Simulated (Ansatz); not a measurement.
Process, species as SMILES: [CH2][Si](C)(N)N → C[Si](C)([NH])N
Each molecule is optimised on its own at B3LYP-D3(BJ)/def2-TZVP (Ansatz, a first-principles code), one conformer each, not searched for the lowest.

Wanted: isomerisation energy (electronic energy difference), in kJ/mol. Cores are frozen in the correlated levels unless marked. UHF or UKS for open shells. No spin-orbit coupling. No relativistic terms. CBS(X,Y): correlation extrapolated as X^-3; Hartree-Fock from the larger set.

```tsv
level	program	isomerisation energy (kJ/mol)
PBE/def2-TZVPD	Ansatz	38.7
revPBE/def2-TZVPD	Ansatz	___
PBE0/def2-SVP	Ansatz	36.6
PBE0/def2-TZVPD	Ansatz	40.0
r2SCANh-D4/def2-TZVPD	Ansatz + dftd4	41.6
HSE06-D3(BJ)/def2-TZVPD	Ansatz + dftd3	40.1
HSE06/def2-TZVPD	Ansatz	40.0
CAM-B3LYP/def2-TZVPD	Ansatz	41.6
B2PLYP/def2-TZVPD	Ansatz	___
SCS-MP2/STO-3G	Ansatz	-69.7
SCS-MP2/6-31G	Ansatz	53.1
SCS-MP2/cc-pVTZ	Ansatz	46.5
CCSD/STO-3G	Ansatz	-70.3
CCSD/cc-pwCVTZ	Ansatz	___
CCSD(T)/CBS(cc-pV(T+d)Z,cc-pV(Q+d)Z)	Ansatz	46.6
```

Question: Fill in the missing entries.

Answer: 
- revPBE/def2-TZVPD, isomerisation energy (kJ/mol): 35.0
- B2PLYP/def2-TZVPD, isomerisation energy (kJ/mol): 42.4
- CCSD/cc-pwCVTZ, isomerisation energy (kJ/mol): 42.0
